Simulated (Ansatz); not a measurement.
NbSe(OSiH3)3 (NbSi₃SeO₃H₉). Total charge 0; singlet. Geometry PBE-D4/def2-SVP, basis def2-TZVP, Ansatz.

Cartesian coordinates in Å:
```
Nb -0.107 -0.225 0.038
Se -1.056 -2.294 0.441
O 0.807 -0.306 -1.618
Si 1.384 -1.013 -3.047
H 0.998 -2.465 -3.074
H 2.878 -0.868 -3.078
H 0.778 -0.289 -4.215
O 1.096 0.156 1.450
Si 1.933 -0.129 2.896
H 1.480 -1.436 3.483
H 1.641 1.000 3.843
H 3.404 -0.172 2.594
O -1.498 1.059 -0.023
Si -3.096 1.620 0.061
H -4.019 0.457 0.283
H -3.423 2.311 -1.232
H -3.198 2.595 1.198
```

| run | HOMO (eV) | LUMO (eV) |
| --- | --- | --- |
| A | -6.60 | -2.27 |
| B | -6.21 | -2.54 |
| C | -7.19 | -1.84 |
| D | -7.01 | -1.87 |

In the def2 sets Nb takes a core potential; there is no spin–orbit coupling.

Task: The runs used PBE0, r2SCAN, r2SCAN0, r2SCANh. Estimate which is which.

Result: A r2SCANh (10 % exact exchange); B r2SCAN (0 % exact exchange); C r2SCAN0 (25 % exact exchange); D PBE0 (25 % exact exchange). Exact exchange lowers occupied and raises empty levels; among semilocal functionals meta-GGAs tend to open the gap a little, and such runs are hard to tell apart. The gap grows from 3.66 eV (r2SCAN) to 5.35 eV (r2SCAN0).
